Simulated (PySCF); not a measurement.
NICS in isomers of [C7H10P]-.

Probes without a nucleus sit at each ring's centroid and 1 Å off its mean plane on both sides; NICS is minus the shielding there, NICSzz its component along the normal. Level: GIAO PBE0/pcSseg-1 (PySCF, non-relativistic, gas phase) on the GFN2-xTB geometries, one conformer each. Atom numbers follow the mapped SMILES.

Question: Order these rings by mean NICS(1)zz, lowest (most negative) first (ppm).
A. ring C3–C4–P5–C6–C8 in `[CH3:1][CH2:2][c:3]1[cH:4][p-:5][c:6]([CH3:7])[cH:8]1` (charge -1)
B. ring C4–C5–C6–C7–P8 in `[CH3:1][CH:2]([CH3:3])[c:4]1[cH:5][cH:6][cH:7][p-:8]1` (charge -1)
C. ring C2–C3–C4–C6–P8 in `[CH3:1][c:2]1[cH:3][c:4]([CH3:5])[c:6]([CH3:7])[p-:8]1` (charge -1)

Answer: B (-29.0), A (-27.0), C (-25.6).

```tsv
SMILES	ring	NICS(0)	NICS(1)	NICS(1)zz	HOMA	rms pucker (Å)	ring atoms with four or more neighbours
CC(C)c1ccc[p-]1	5-membered ring with P; formal bonds all aromatic	-12.5	-11.1	-29.0	0.84	0.00	0
CCc1c[p-]c(C)c1	5-membered ring with P; formal bonds all aromatic	-11.8	-10.4	-27.0	0.85	0.00	0
Cc1cc(C)c(C)[p-]1	5-membered ring with P; formal bonds all aromatic	-11.3	-10.2	-25.6	0.82	0.00	0
```

NICS(0) gives the same order. The isotropic NICS(1) gives the same order. HOMA uses Krygowski's 1993 parameters. NICS(1) and NICS(1)zz are means over the two faces.
